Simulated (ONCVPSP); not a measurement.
**How hard is this iron ONCV potential?**

ONCVPSP 4.0.1 input, shortened (lines: element, Z, core and valence counts, functional; n l f; lmax; l rc ep ncon nbas qcut; lloc lpopt rc5 dvloc0; l nproj debl; icmod fcfact rcfact), PBE, scalar-relativistic:

```
  Fe 26.00    3    4        4      upf
    1    0    2.00
    2    0    2.00
    2    1    6.00
    3    0    2.00
    3    1    6.00
    3    2    6.00
    4    0    2.00
    2
    0    1.35    0.00    4    8   11.10
    1    1.05    0.00    4    8   14.70
    2    1.05    0.00    4    8   12.90
    2    5    1.05    0.00
    0    2    2.60
    1    1    2.40
    2    0    1.00
    0    0.00    0.00
```

For each optimised wave give the share of its norm inside rc, the residual kinetic energy above qcut (Ha) and the cutoffs (Ha) for errors of 10, 1, 0.1 and 0.01 mHa per electron.

| wave | norm inside rc | residual KE | 10 mHa | 1 mHa | 0.1 mHa | 0.01 mHa |
| --- | --- | --- | --- | --- | --- | --- |
| 3s | 0.946 | 2.9e-08 | 26.1 | 35.5 | 43.0 | 49.1 |
| 4s | 0.041 | 1.6e-08 | 9.6 | 29.5 | 39.4 | 47.0 |
| 3p | 0.751 | 2.3e-08 | 24.8 | 50.8 | 70.0 | 82.9 |
| 3d | 0.554 | 8.4e-05 | 60.5 | 72.0 | 82.6 | 204.7 |

The occupied waves need 72 Ha and 83 Ha for 1 and 0.1 mHa.
